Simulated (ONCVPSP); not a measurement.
## vanadium (V), ONCV: configuration errors across variants

- Element: V
- Generator: ONCVPSP 4.0.1
- Type: optimised norm-conserving Vanderbilt (ONCV)
- Functional: Wu-Cohen
- Relativity: scalar-relativistic
- Frozen core: [Ne]
- Valence charge: 13
- Reference configuration: 3s2 3p6 3d3 4s2
- Partial waves: 3s+4s: rc 1.50 bohr, ncon 4, nbas 7, qcut 10.1 1/bohr, 2 projectors; 3p: rc 1.45 bohr, ncon 5, nbas 9, qcut 12.1 1/bohr, 2 projectors, debl 2.6 Ha; 3d: rc 2.20 bohr, ncon 4, nbas 8, qcut 8.2 1/bohr, 2 projectors, debl 2.9 Ha
- Local potential: polynomial inside 1.10 bohr (lpopt 5, dvloc0 4 Ha)
- Core correction: none

All-electron excitation energies from the reference (eV): (1) 3s2 3p6 3d3 4s1 7.760; (2) 3s2 3p6 3d3 4s0 21.913; (3) 3s2 3p6 3d2 4s0 50.794; (4) 3s1 3p6 3d3 4s2 77.260.

3 further variants failed, have other tests or too few solved ones, and are left out.

Errors AE − PS in meV (a dash: test not solved or not reliable):

| change | (1) | (2) | (3) | (4) | bound ghosts | GHOST(+) flags above zero |
| --- | --- | --- | --- | --- | --- | --- |
| base | +1.4 | +8.4 | +113 | -288 | none | none |
| s: qcut 6.3; p: qcut 7.6; d: qcut 5.1 | +3.8 | +13 | +250 | -645 | none | none |
| s: qcut 7.7; p: qcut 9.2; d: qcut 6.2 | +2.7 | +12 | +182 | -473 | none | none |
| s: qcut 8.3; p: qcut 9.9; d: qcut 6.7 | +2.3 | +11 | +159 | -416 | none | none |
| s: qcut 10.2; p: qcut 12.2; d: qcut 8.3 | +1.4 | +8.3 | +110 | -283 | none | none |
| s: qcut 10.9; p: qcut 13; d: qcut 8.8 | +1.3 | +7.6 | +96 | -238 | none | none |
| s: qcut 11.8; p: qcut 14.1; d: qcut 9.6 | +1.1 | +6.9 | +85 | -223 | none | none |

Problem. Give the same row for: s: qcut 9.1; p: qcut 10.9; d: qcut 7.4.

Solution. +1.9, +9.7, +135, -354; bound ghosts: none; GHOST(+) flags above zero: none.
